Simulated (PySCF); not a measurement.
C4H13InN2 (SMILES C[CH2][In]([NH2])[N](C)C), singlet, at a GFN2-xTB geometry (such geometries of metal compounds can be far from the true shape) (all electrons, no relativity), with bond 19-14 at 1.8 times its length; CASSCF(4,6)/STO-3G run with PySCF.

The PySCF input:
```python
from pyscf import gto, scf, mcscf
import numpy

mol = gto.Mole()
mol.atom = '''
    In   -0.13579977    0.14234575   -0.18926099
    C     0.83573534   -1.00537300   -1.91119522
    C     0.39311474   -0.43159137   -3.24288459
    H     0.55209273   -2.05421989   -1.81608093
    H     1.91518375   -0.92267307   -1.77903540
    H     0.69054648    0.61423489   -3.33420436
    H    -0.69109611   -0.48735136   -3.34831695
    H     0.84374905   -0.98397791   -4.07073699
    N    -1.43815929    1.74228377   -0.48086799
    H    -1.32303537    2.16684746   -1.39586193
    H    -1.28516416    2.48237424    0.19792176
    N     0.45846026   -0.11455330    1.83955718
    C     1.12799829   -1.35250267    2.16336043
    C    -0.50481967    0.25103487    2.85218434
    H     1.75196622   -1.20963847    3.05490039
    H     0.43218186   -2.18049750    2.37439887
    H     1.77661069   -1.64002126    1.33243452
    H    -1.21523280   -0.55890478    3.08346886
    H     0.43634574    0.71823488    4.52541457
    H    -1.06594258    1.12477526    2.51353036
'''
mol.basis = 'sto-3g'
mol.verbose = 4
mol.build()

mf = scf.RHF(mol)
mf.kernel()
mc = mcscf.CASSCF(mf, 6, 4)
mc.fix_spin_(ss=0.0)
mc.kernel()
occ = numpy.linalg.eigvalsh(mc.fcisolver.make_rdm1(mc.ci, mc.ncas, mc.nelecas))[::-1]
ss = mc.fcisolver.spin_square(mc.ci, mc.ncas, mc.nelecas)[0]
print('natural occupations', occ.round(4), ' <S^2>', round(ss, 4))
```

What the program printed (banner, timings and long lists left out):

```
PySCF version 2.14.0

[INPUT] verbose = 4
[INPUT] num. atoms = 20
[INPUT] num. electrons = 100
[INPUT] charge = 0
[INPUT] spin (= nelec alpha-beta = 2S) = 0
[INPUT] symmetry False subgroup None
[INPUT] Mole.unit = angstrom
[INPUT] Symbol           X                Y                Z      unit          X                Y                Z       unit  Magmom
[...]
nuclear repulsion = 707.400391008466
number of shells = 42
number of NR pGTOs = 210
number of NR cGTOs = 70
basis = sto-3g
ecp = {}

******** <class 'pyscf.scf.hf.RHF'> ********
method = RHF
initial guess = minao
damping factor = 0
level_shift factor = 0
DIIS = <class 'pyscf.scf.diis.CDIIS'>
diis_start_cycle = 1
diis_space = 8
diis_damp = 0
SCF conv_tol = 1e-09
SCF conv_tol_grad = None
SCF max_cycles = 50
direct_scf = True
direct_scf_tol = 1e-13
Set gradient conv threshold to 3.16228e-05
Initial guess from minao.
init E= -5932.26818487697
[...]
cycle= 1 E= -5947.15740550195  delta_E= -14.9  |g|= 0.65  |ddm|= 5.23
[...]
cycle= 2 E= -5947.34956728651  delta_E= -0.192  |g|= 0.181  |ddm|= 1.39
[...]
cycle= 3 E= -5947.36429735574  delta_E= -0.0147  |g|= 0.0675  |ddm|= 0.366
[...]
cycle= 4 E= -5947.36654146126  delta_E= -0.00224  |g|= 0.0165  |ddm|= 0.134
[...]
cycle= 5 E= -5947.36682205762  delta_E= -0.000281  |g|= 0.00702  |ddm|= 0.0577
[...]
cycle= 6 E= -5947.36686459523  delta_E= -4.25e-05  |g|= 0.00243  |ddm|= 0.021
[...]
cycle= 7 E= -5947.3668718738  delta_E= -7.28e-06  |g|= 0.000589  |ddm|= 0.0113
[...]
cycle= 8 E= -5947.36687218417  delta_E= -3.1e-07  |g|= 0.000234  |ddm|= 0.00186
[...]
cycle= 9 E= -5947.36687223286  delta_E= -4.87e-08  |g|= 5.25e-05  |ddm|= 0.000851
[...]
cycle= 10 E= -5947.36687223547  delta_E= -2.61e-09  |g|= 1.21e-05  |ddm|= 0.000193
[...]
cycle= 11 E= -5947.36687223554  delta_E= -6.82e-11  |g|= 4.18e-06  |ddm|= 3.75e-05
[...]
Extra cycle  E= -5947.36687223561  delta_E= -6.91e-11  |g|= 1.75e-06  |ddm|= 9.68e-06
converged SCF energy = -5947.36687223561

******** <class 'pyscf.mcscf.mc1step.CASSCF'> ********
CAS (2e+2e, 6o), ncore = 48, nvir = 16
max_cycle_macro = 50
max_cycle_micro = 4
conv_tol = 1e-07
conv_tol_grad = None
orbital rotation max_stepsize = 0.02
orbital rotation threshold for CI restart = 0.01
augmented hessian ah_max_cycle = 30
augmented hessian ah_conv_tol = 1e-12
augmented hessian ah_linear dependence = 1e-14
augmented hessian ah_level shift = 1e-08
augmented hessian ah_start_tol = 2.5
augmented hessian ah_start_cycle = 3
[...]
CASCI E = -5947.40133373592  S^2 = 0.0000000
[...]
macro iter   2 ( 21 JK    4 micro), CASSCF E = -5947.45445305871  dE = -1.28588573e-02  S^2 = 0.0000000
               |grad[o]|=0.0524  |grad[c]|=0.0669  |ddm|=0.0454  |maxRot[o]|=0.178
macro iter   3 ( 21 JK    4 micro), CASSCF E = -5947.46096988580  dE = -6.51682709e-03  S^2 = 0.0000000
               |grad[o]|=0.0327  |grad[c]|=0.0176  |ddm|=0.0105  |maxRot[o]|=0.147
macro iter   4 ( 21 JK    4 micro), CASSCF E = -5947.46213684923  dE = -1.16696343e-03  S^2 = 0.0000000
               |grad[o]|=0.0143  |grad[c]|=0.0178  |ddm|=0.0143  |maxRot[o]|=0.0469
macro iter   5 ( 21 JK    4 micro), CASSCF E = -5947.46260264744  dE = -4.65798212e-04  S^2 = 0.0000000
               |grad[o]|=0.0054  |grad[c]|=0.0121  |ddm|=0.0101  |maxRot[o]|=0.0669
macro iter   6 ( 21 JK    4 micro), CASSCF E = -5947.46316750582  dE = -5.64858378e-04  S^2 = 0.0000000
               |grad[o]|=0.0034  |grad[c]|=0.00637  |ddm|=0.0171  |maxRot[o]|=0.265
macro iter   7 ( 21 JK    4 micro), CASSCF E = -5947.46354712464  dE = -3.79618822e-04  S^2 = 0.0000000
               |grad[o]|=0.00186  |grad[c]|=0.00473  |ddm|=0.0103  |maxRot[o]|=0.229
macro iter   8 ( 20 JK    4 micro), CASSCF E = -5947.46379393691  dE = -2.46812272e-04  S^2 = 0.0000000
               |grad[o]|=0.00132  |grad[c]|=0.0031  |ddm|=0.00546  |maxRot[o]|=0.235
macro iter   9 ( 19 JK    4 micro), CASSCF E = -5947.46382323533  dE = -2.92984187e-05  S^2 = 0.0000000
               |grad[o]|=0.000775  |grad[c]|=0.0021  |ddm|=0.00297  |maxRot[o]|=0.0432
macro iter  10 ( 24 JK    4 micro), CASSCF E = -5947.46383375264  dE = -1.05173040e-05  S^2 = 0.0000000
               |grad[o]|=0.000629  |grad[c]|=0.000474  |ddm|=0.000776  |maxRot[o]|=0.0164
macro iter  11 (  6 JK    1 micro), CASSCF E = -5947.46383450674  dE = -7.54100256e-07  S^2 = 0.0000000
               |grad[o]|=0.000139  |grad[c]|=0.000372  |ddm|=0.000156  |maxRot[o]|=0.00498
macro iter  12 (  3 JK    1 micro), CASSCF E = -5947.46383454234  dE = -3.56003511e-08  S^2 = 0.0000000
               |grad[o]|=5.19e-05  |grad[c]|=0.000102  |ddm|=2.72e-05  |maxRot[o]|=0.000607
1-step CASSCF converged in  12 macro (219 JK  42 micro) steps
CASSCF canonicalization
Density matrix diagonal elements [1.96993931 1.72066285 0.03332758 0.22199048 0.04380216 0.01027763]
CASSCF energy = -5947.46383454234
CASCI E = -5947.46383454234  E(CI) = -3.01853927809225  S^2 = 0.0000000
natural occupations [1.9747e+00 1.7186e+00 2.8140e-01 2.4300e-02 6.0000e-04 4.0000e-04]  <S^2> 0.0
```
